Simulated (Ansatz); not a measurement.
Isomers of CH8GeSSi, relaxed with PBE0-D4/def2-TZVP in Ansatz; electronic energies, one conformer each and not always the lowest. Functionals use def2-TZVPP; CBS adds triple-zeta CCSD(T) − MP2 to the MP2 limit of def2-TZVPP and def2-QZVPP.

Outer-core shells of Ge are correlated without core-valence functions. Scalar relativity is left out up to krypton. Spin–orbit coupling is left out.

Order them by energy at frozen-core CCSD(T)/CBS, lowest first. (An estimate is asked.)
A. `C[S][GeH2][SiH3]`
B. `[CH3][GeH]([SiH3])[SH]`
C. `[SiH3]S[CH2][GeH3]`
D. `CS[SiH2][GeH3]`

B (0.0 kcal/mol), D (8.7 kcal/mol), A (11.4 kcal/mol), C (16.8 kcal/mol).

How do B2PLYP, ωB97M-V, HF/CBS(def2), B3LYP-D4 place them (kcal/mol, against `[CH3][GeH]([SiH3])[SH]`)? (Estimate.)

The calculation gave: 
| isomer | B2PLYP | ωB97M-V | HF/CBS(def2) | B3LYP-D4 |
| --- | --- | --- | --- | --- |
| `[SiH3]S[CH2][GeH3]` | 17.4 | 16.7 | 16.2 | 17.9 |
| `CS[SiH2][GeH3]` | 9.2 | 8.4 | 9.3 | 8.4 |
| `C[S][GeH2][SiH3]` | 11.4 | 11.2 | 10.9 | 10.6 |

B3LYP here is the variant with VWN-RPA as its local correlation; programs differ in this.
